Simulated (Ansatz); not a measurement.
# A basis-limit estimate, worked out

An elementary step of BH3SOF2, singlet (BHOF₂ ([OH][B]([F])[F]) + H₂S → BHSF₂ ([F][B]([F])[SH]) + H₂O (still joined by a long B–O bond); bonds formed: B1–S6, O2–H5; bonds broken: H5–S6; bonds weakened to dative contacts: B1–O2). “Start” is the structure reached by relaxing down from the saddle towards the reactants; PBE0-D4/def2-TZVP structures. The saddle:

B1  (-0.535, 0.391, -0.229)
O2  (0.942, 0.439, -0.565)
F3  (-1.285, 0.089, -1.307)
F4  (-0.930, 1.415, 0.536)
H5  (0.923, -0.641, 0.101)
S6  (-0.258, -1.347, 0.925)
H7  (1.098, 0.332, -1.511)
H8  (0.046, -0.679, 2.050)
(Å)

Ansatz 0.2.0; basis: def2-TZVPP and def2-QZVPP; cores frozen in the correlated methods.

Energies in eV:

| quantity | saddle | start |
| --- | --- | --- |
| Hartree–Fock, triple zeta (X = 3) | -18992.59873 | -18994.73787 |
| Hartree–Fock, quadruple zeta (X = 4) | -18993.26185 | -18995.41731 |
| MP2 correlation, X = 3 | -28.66397 | -27.79536 |
| MP2 correlation, X = 4 | -31.17281 | -30.28113 |
| CCSD(T) correlation, X = 3 | -30.24756 | -29.48430 |

Task: Work out the barrier at the basis limit: extrapolate Hartree–Fock as E(X) = E∞ + A exp(−7.88 √X) and the MP2 correlation as E(X) = E∞ + B X^−2.97 (the exponents that Neese and Valeev fitted for def2-TZVPP and QZVPP), then add CCSD(T) − MP2 in triple zeta.

Result: Each step is linear, so take the differences first (saddle − start): Hartree–Fock 2.13914 (X = 3) and 2.15546 (X = 4); MP2 correlation -0.86861 and -0.89168; CCSD(T) correlation -0.76326.
Two points give E∞ = E(4) + w [E(4) − E(3)], with w = 1/(exp(7.88 (2 − √3)) − 1) = 0.1377 for Hartree–Fock and w = 1/((4/3)^2.97 − 1) = 0.7407 for the correlation.
Hartree–Fock: 2.15546 + 0.1377 × 0.01632 = 2.1577 eV.
MP2 correlation: -0.89168 + 0.7407 × (-0.02307) = -0.9088 eV.
CCSD(T) − MP2: -0.76326 − (-0.86861) = 0.1053 eV.
Sum: 2.1577 + (-0.9088) + 0.1053 = 1.3542 eV, or 31.23 kcal/mol. Plain CCSD(T) in triple zeta gives 1.3759 eV, so the larger basis shifts the result by -0.0217 eV.

The T1 diagnostic stays at or below 0.013.

Labels in which every atom is bracketed show which atoms are joined, not bond orders.

For scale, one of the runs: CCSD(T)/def2-TZVPP, 208 basis functions, launched by `ansatz run in.yaml --threads 4 --pin off --events-out ev --progress --plain --max-ram 9574MiB`. Hardware: 4 CPU threads of an Intel Xeon, shared host. Wall time 89 s; peak host memory 3 GiB.
